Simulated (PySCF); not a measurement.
Below is a simulated gas-phase C 1s photoelectron spectrum of `CC(=O)C#CC=O`.

Every computed line was given a Gaussian of 1.0 eV full width at half maximum and an area set by the number of equivalent atoms; the highest printed point is 100. Method: PySCF 2.14.0, delta-SCF UKS SCAN, pcX-2 on the ionised atom, pcseg-1 elsewhere, spin-free X2C.

binding energy (eV), intensity and a bar:
```
    290.1          0 
    290.2          0 
    290.3          1 
    290.4          2 
    290.5          3 #
    290.6          6 ##
    290.7         10 ###
    290.8         17 #####
    290.9         25 #######
    291.0         36 ###########
    291.1         49 ###############
    291.2         63 ###################
    291.3         77 #######################
    291.4         88 ###########################
    291.5         97 #############################
    291.6        100 ##############################
    291.7         98 #############################
    291.8         91 ###########################
    291.9         80 ########################
    292.0         67 ####################
    292.1         53 ################
    292.2         39 ############
    292.3         28 ########
    292.4         19 ######
    292.5         12 ###
    292.6          7 ##
    292.7          4 #
    292.8          2 #
    292.9          1 
    293.0          1 
    293.1          1 
    293.2          1 
    293.3          2 #
    293.4          4 #
    293.5          6 ##
    293.6         10 ###
    293.7         15 #####
    293.8         22 #######
    293.9         31 #########
    294.0         40 ############
    294.1         49 ###############
    294.2         58 #################
    294.3         64 ###################
    294.4         67 ####################
    294.5         66 ####################
    294.6         62 ###################
    294.7         55 ################
    294.8         46 ##############
    294.9         37 ###########
    295.0         28 ########
    295.1         20 ######
    295.2         13 ####
    295.3          9 ###
    295.4          5 ##
    295.5          3 #
    295.6          2 
    295.7          1 
    295.8          0 
    295.9          0
```

Problem. How many maxima does the curve show, and how many computed lines lie under it?

Solution. The curve has 2 maxima (at 291.6 and 294.4 eV). Under it lie 5 lines from 5 inequivalent carbon sites. At this width some lines have no maximum of their own.

Problem. Decompose the envelope and assign each component. Numbering: `[CH3:1][C:2](=[O:3])[C:4]#[C:5][CH:6]=[O:7]`.

Solution. 
```csv
position (eV),relative area,line,atoms,environment
291.54,1,C 1s,C1,methyl carbon next to a carbonyl
291.62,1,C 1s,C5,alkyne carbon
291.68,1,C 1s,C4,alkyne carbon
294.38,1,C 1s,C6,aldehyde carbon
294.48,1,C 1s,C2,ketone carbonyl carbon
```

Problem. What are the centre and the root-mean-square width of the whole band?

Solution. The area-weighted mean of the lines is 292.74 eV. Their own spread about it is 1.38 eV (rms) and each Gaussian has σ = 1.0/2.355 = 0.42 eV; the variances add, which gives 1.45 eV.

Lowest listed C 1s: C1, bonded to C and 3 H. Highest, 2.94 eV above it: C2, bonded to O (double bond) and 2 C. The widest gap between neighbouring values is 2.70 eV, between 291.68 and 294.38 eV. Summing the Pauling electronegativity differences to the bonded atoms, each weighted by its formal bond order, gives -1.05 for the lowest site and +1.78 for the highest; no listed site has a larger sum than the highest.

The curve has no shake-up lines and no vibrational structure. The unrestricted hole states depart most from a pure doublet (⟨S²⟩ = 0.75; over 0.85 named) for C 1s of C4 (0.87), C 1s of C5 (0.85) and C 1s of C6 (0.99), which makes these values less certain. Isolated species at its GFN2-xTB geometry, gas phase.

On an Arm Neoverse N1 with one thread, shared host with 64 logical CPUs at a one-minute load of 60, this took 1.8 min of wall time and 0.47 GiB of memory at its peak.
